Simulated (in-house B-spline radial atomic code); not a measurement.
# RPA and G0W0 on TPSS: Cs⁴⁺

Configuration [Kr] 4d10 5s2 5p3, highest spin, mean-field start TPSS. Computed with an all-electron radial atomic-structure program (B-spline basis): all electrons, scalar-relativistic (spin-free one-electron X2C), finite nucleus, each spin shell either full or empty, empty states to l = 9 with an (l + 1/2)⁻⁴ tail; G0W0 by contour deformation at full frequency.

Spin-orbit coupling, left out, splits p levels strongly here.

Command:
```bash
python run_gw.py task.json out
```
Settings (radii: box in bohr, nucleus in fm):
```
Z                        55
electrons                51
configuration            [Kr] 4d10 5s2 5p3
hamiltonian              x2c
method                   tpss,tpss
lmax                     9
rms_radius               4.8041
spin_polarised           True
box_radius               11.96
intervals                67
```

Time taken, with all properties: 6.3 s on 1 thread of Arm Neoverse N1, with other jobs on the host.

Energies (hartree):

```
                                     term        value
                         mean-field total  -7782.00274
Hartree-Fock functional on these orbitals  -7779.40354
                      direct second order      -4.6637
                    second-order exchange       1.2777
                         SOSEX correction       1.1919
```

What is the RPA correlation energy, and what remains with SOSEX?

RPA gives -4.0939 hartree (-2.18 eV per electron); RPA + SOSEX gives -2.902, and the second-order doubles -3.386 hartree (no singles). SOSEX takes back 29 % of the RPA value.

Quasi-particle levels (eV):

```csv
level,occupied,mean field,Σx - vxc,Σc,QP weight,G0W0
5p up,yes,-52.31,-5.46,?,?,?
5s down,yes,-63.91,-3.43,-2.88,0.947,-70.22
4d down,yes,-117.06,-13.21,2.19,0.892,-128.08
5p down,no,-48.81,7.16,-2.83,0.941,-44.48
```

G0W0 = mean field + (Σx - vxc) + Σc, with Σc (partial-wave tail included) taken at the quasi-particle energy. Only the outer levels were computed. Levels of low weight are left out.

Where does G0W0 put 5p up?

At -58.40 eV, with Σc = -0.63 eV and a quasi-particle weight of 0.941. The tabulated removal energy is 56 ± 1.9 eV (NIST, tabulated theory); the calculation leaves out spin-orbit coupling, Breit and QED terms, and what these don't explain is the method's own error.
